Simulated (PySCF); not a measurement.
Correlation energy of F (fluorine, neutral)

[He] 2s1 2p6, 2S determinant (an excited configuration). Calculation: PySCF 2.14, in x2c-TZVPPall with one added diffuse shell each of s, p, d type (6s4p3d1f, 40 functions); scalar relativity by spin-free X2C-1e. Frozen: nothing; 9 electrons correlated.

```csv
level,correlation energy (mhartree)
CCSD,-340.72
(T),-64.36
CCSD(T),-405.08
```

Diagnostics: T1 = 0.037, D1 = 0.1518, largest double amplitude 0.401.

T1 exceeds 0.03, a sign that the reference determinant is poor. A double-excitation amplitude exceeds 0.15, a sign of near-degeneracy.

Cost of the coupled-cluster step: of the order of 2.3 core-seconds, for 9 correlated electrons.

Iterations:

```
CC2 = 0
CCSD nocc = (np.int64(5), np.int64(4)), nmo = (40, 40)
frozen orbitals [[], []]
max_cycle = 100
direct = 0
conv_tol = 1e-08
conv_tol_normt = 1e-06
diis_space = 8
diis_start_cycle = 0
Init t2, MP2 energy = -0.293569332450558
Init E_corr(UCCSD) = -0.293569332453357
cycle = 1  E_corr(UCCSD) = -0.305434220567873  dE = -0.0118648881  norm(t1,t2) = 0.0736554
cycle = 2  E_corr(UCCSD) = -0.315217608303713  dE = -0.00978338774  norm(t1,t2) = 0.0488243
cycle = 3  E_corr(UCCSD) = -0.324631303084101  dE = -0.00941369478  norm(t1,t2) = 0.0377033
cycle = 4  E_corr(UCCSD) = -0.328621398899619  dE = -0.00399009582  norm(t1,t2) = 0.0267592
cycle = 5  E_corr(UCCSD) = -0.330111566658596  dE = -0.00149016776  norm(t1,t2) = 0.0237053
cycle = 6  E_corr(UCCSD) = -0.335890157443727  dE = -0.00577859079  norm(t1,t2) = 0.0203792
cycle = 7  E_corr(UCCSD) = -0.339052585739974  dE = -0.0031624283  norm(t1,t2) = 0.0119584
cycle = 8  E_corr(UCCSD) = -0.33992830810616  dE = -0.000875722366  norm(t1,t2) = 0.00521248
cycle = 9  E_corr(UCCSD) = -0.341066151809531  dE = -0.0011378437  norm(t1,t2) = 0.00189817
cycle = 10  E_corr(UCCSD) = -0.340573773303911  dE = 0.000492378506  norm(t1,t2) = 0.000831179
cycle = 11  E_corr(UCCSD) = -0.340702983666244  dE = -0.000129210362  norm(t1,t2) = 0.00041054
cycle = 12  E_corr(UCCSD) = -0.340756999416591  dE = -5.40157503e-05  norm(t1,t2) = 0.000201952
cycle = 13  E_corr(UCCSD) = -0.340721654766288  dE = 3.53446503e-05  norm(t1,t2) = 9.84421e-05
cycle = 14  E_corr(UCCSD) = -0.340722365403457  dE = -7.10637169e-07  norm(t1,t2) = 1.23227e-05
cycle = 15  E_corr(UCCSD) = -0.340722358985367  dE = 6.41809006e-09  norm(t1,t2) = 3.79723e-06
cycle = 16  E_corr(UCCSD) = -0.340722305485293  dE = 5.35000735e-08  norm(t1,t2) = 1.2342e-06
cycle = 17  E_corr(UCCSD) = -0.340722366141441  dE = -6.06561483e-08  norm(t1,t2) = 4.57896e-07
cycle = 18  E_corr(UCCSD) = -0.340722311228532  dE = 5.49129093e-08  norm(t1,t2) = 1.62508e-07
cycle = 19  E_corr(UCCSD) = -0.340722316121697  dE = -4.89316437e-09  norm(t1,t2) = 6.39729e-08
UCCSD converged
E(UCCSD) = -98.95979009412008  E_corr = -0.3407223161216966
UCCSD(T) correction = -0.0643597007573091
```

This basis was not built for core-valence correlation, so the inner-shell part is incomplete.
